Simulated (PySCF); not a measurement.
# Where the electron goes

C9H12O2.
Atom-mapped SMILES: `[CH3:1][CH2:2][CH2:3][C:4]1([C:5]#[C:6][C:7](=[O:8])[OH:9])[CH2:10][CH2:11]1` (hydrogens: H12, H13, H14 on C1; H15, H16 on C2; H17, H18 on C3; H19 on O9; H20, H21 on C10; H22, H23 on C11)

Structure used (PBE0-D3(BJ)/def2-SVP), in Å, numbered top down from 1:
```xyz
23
C9H12O2 angstrom
C     -3.028    0.860    0.729
C     -1.608    0.327    0.828
C     -1.138   -0.352   -0.451
C      0.280   -0.891   -0.369
C      1.306    0.086   -0.135
C      2.158    0.929    0.068
C      3.226    1.873    0.290
O      4.399    1.610    0.212
O      2.766    3.093    0.599
C      0.656   -2.088   -1.221
C      0.494   -2.263    0.249
H     -3.120    1.602   -0.080
H     -3.340    1.350    1.664
H     -3.748    0.053    0.519
H     -1.530   -0.389    1.664
H     -0.914    1.150    1.070
H     -1.810   -1.192   -0.698
H     -1.203    0.354   -1.297
H      3.551    3.649    0.724
H     -0.124   -2.470   -1.885
H      1.666   -2.111   -1.637
H     -0.405   -2.761    0.622
H      1.388   -2.411    0.858
```

Level of theory: PySCF 2.14.0, density-fitted response routines, TDDFT CAM-B3LYP/def2-SVPD, vertical, gas phase, core orbitals frozen in the response.

Kohn–Sham orbitals with the atoms that hold most of them (Löwdin shares over 4%, at most four atoms; ? is withheld):

```
orbital  ε (eV)                            atoms
 LUMO+2    1.34    C1 12%, O9 12%, H17 8%, C3 7%
 LUMO+1    1.09   O9 24%, C7 16%, H19 12%, C6 9%
   LUMO   -0.07                                ?
   HOMO       ?  C6 26%, C5 19%, C4 15%, C10 10%
 HOMO-1   -9.28                                ?
 HOMO-2  -10.26     O8 49%, O9 10%, C7 9%, C6 8%
 HOMO-3  -10.66    C2 17%, C3 13%, C5 8%, H15 8%
```

Problem. Give the leading atoms of the LUMO.

Solution. C7 (bonded to C and 2 O) 24%; O8 (bonded to C) 20%; C5 (bonded to 2 C) 19%; C6 (bonded to 2 C) 15%. By element: carbon 58% or more, oxygen 20% or more.

Problem. Which atoms hold the HOMO-1, and with what shares?

Solution. C6 (bonded to 2 C) 27%; C5 (bonded to 2 C) 26%; O8 (bonded to C) 20%; C11 (bonded to 2 C and 2 H) 6%. By element: carbon 58% or more, oxygen 20% or more.

Problem. What is the HOMO energy, and the HOMO–LUMO gap?

Solution. ε(HOMO) = -8.88 eV; the gap is 8.81 eV (0.3239 hartree).

Problem. The HOMO–LUMO gap is 8.81 eV. Where does the response calculation put the lowest singlet, and from which orbitals?

Solution. S1 is at 4.96 eV (f = 0.0033), 3.85 eV below the gap, made of HOMO-1→LUMO (79%), HOMO→LUMO (10%). Its leading pair isn't HOMO and LUMO; the energies of that pair differ by 9.22 eV. 

Problem. Give energy, strength and leading configuration of S1 and S3, and follow the Löwdin shares of the leading atoms from the occupied to the empty orbital.

Solution. 
- S1 (4.96 eV, f 0.0033), HOMO-1→LUMO (79%): C6 27% → 15%, C5 26% → 19%, C7 at most 6% → 24%, O8 20% → 20%
- S3 (5.85 eV, f 0.0076), HOMO-2→LUMO (72%): O8 49% → 20%, O9 10% → at most 15%, C7 9% → 24%

Löwdin shares depend on the basis, the more so with diffuse functions.

One conformer stands for the species.
